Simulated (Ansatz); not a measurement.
Mg₃Cl₄⁺. Charge 1, multiplicity 2. Geometry PBE0-D4/def2-SVP, basis def2-TZVP, Ansatz.

```xyz
7

Mg   -0.826   -0.043   -1.208
Mg   -2.423   -2.630    2.095
Mg    2.743    2.643   -1.632
Cl   -0.967   -1.192    1.064
Cl    4.002    4.050   -2.698
Cl    1.339    1.156   -0.597
Cl   -3.868   -3.984    2.976
```

| run | HOMO (eV) | LUMO (eV) |
| --- | --- | --- |
| A | -9.15 | -6.95 |
| B | -8.97 | -6.62 |
| C | -9.33 | -6.60 |
| D | -8.67 | -6.79 |
| E | -9.42 | -6.36 |
| F | -8.56 | -7.42 |

B3LYP takes the VWN-RPA correlation. Another isomer (doublet) lies 1.58 eV lower at PBE0-D4/def2-TZVP; other spin states weren't run for this one.

HOMO and LUMO are taken over both spins.

Problem. The runs used B3LYP, PBE, PBE0, r2SCAN, r2SCAN0, r2SCANh. Estimate which is which.

Solution. A B3LYP (20 % exact exchange); B r2SCANh (10 % exact exchange); C PBE0 (25 % exact exchange); D r2SCAN (0 % exact exchange); E r2SCAN0 (25 % exact exchange); F PBE (0 % exact exchange). Exact exchange lowers occupied and raises empty levels; among semilocal functionals meta-GGAs tend to open the gap a little, and such runs are hard to tell apart. The gap grows from 1.14 eV (PBE) to 3.05 eV (r2SCAN0).
